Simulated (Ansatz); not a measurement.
The same path of CH$_{7}$F$_{2}$NSi$_{2}$ (13 atoms, charge 0, multiplicity 1) was run twice with different band settings. The coordinate that changes most is the dihedral C1–Si2–Si5–N6.

All numbers below come from RKS B3LYP-D4/def2-SVP (Ansatz 0.2.0).

Relaxed end points:

```xyz
13
Properties=species:S:1:pos:R:3
C 0.302 -2.311 0.051
Si -0.519 -0.689 -0.342
F -2.122 -0.861 -0.113
F -0.336 -0.383 -1.939
Si 0.250 1.250 0.735
N -0.172 2.520 -0.367
H -0.129 -3.122 -0.559
H 0.165 -2.570 1.113
H 1.384 -2.261 -0.153
H 1.712 1.074 1.044
H -0.427 1.467 2.048
H -0.070 2.351 -1.363
H -0.018 3.498 -0.141
```

```xyz
13
Properties=species:S:1:pos:R:3
C -0.280 -2.045 0.353
Si 0.224 -0.722 -0.854
F -1.040 -0.438 -1.851
F 1.420 -1.294 -1.801
Si 0.775 1.354 0.082
N -0.764 1.939 0.657
H -0.656 -2.937 -0.174
H -1.077 -1.664 1.012
H 0.573 -2.345 0.984
H 1.505 2.206 -0.914
H 1.677 1.191 1.261
H -1.536 1.963 -0.004
H -0.800 2.754 1.264
```

Common settings: movable images 5; spring 5.0 eV/Å²; start path through a guess of the saddle point; force threshold 0.05 eV/Å; iteration limit 60; end points relaxed.

| run | climbing image | optimiser |
| --- | --- | --- |
| 1 | yes | quadratic models (default) |
| 2 | from the first iteration | fire |

What does each run give, and how far can it be trusted?

Run 1: converged after 10 iterations, highest image 0.035 eV above the first end. A vibrational analysis at the climbing image gives one clearly imaginary mode, 64i cm⁻¹: a first-order saddle point.
Run 2: converged after 33 iterations, highest image 0.065 eV above the first end. The order of the stationary point at the top wasn't checked.
